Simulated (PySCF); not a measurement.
Bonds (- single, = double, # triple, : aromatic): C1=C2 1.329 Å, C2-O3 1.373 Å, O3-C4 1.348 Å, C4-F5 1.318 Å, C4-F6 1.331 Å, C4-F7 1.331 Å. C1 carries H8, H9; C2 carries H10. H8 is cis to O3; H9 is trans to O3.

Geometry: PBE0-D3(BJ)/def2-SVP; GIAO absolute shieldings from PySCF 2.14.0 with density-fitted response routines, gas phase, non-relativistic, averaged over equivalent atoms.

At PBE0/pcSseg-1 (134 basis functions, 10 s wall time on 1 thread of an Arm Neoverse V1, shared host):
```
   atoms  σ (ppm)
      C2     35.1
      C4     57.7
      C1     83.0
      O3    154.7
F5/F6/F7    250.9
     H10    25.03
      H8    26.25
      H9    26.47
```

Predict the values at PBE/pcSseg-2 on the same geometry.

## Answers


```
   atoms  σ at PBE/pcSseg-2  change
      C2               27.3    -7.8
      C4               42.9   -14.8
      C1               79.3    -3.7
      O3              132.8   -21.9
F5/F6/F7              232.6   -18.3
     H10              24.83   -0.20
      H8              26.27   +0.02
      H9              26.50   +0.03
```

The largest change is at O3 (ether oxygen). Cost: 294 basis functions, 49 s wall time on 1 thread of an Arm Neoverse V1, shared host. The order of the carbon signals is the same at both levels.
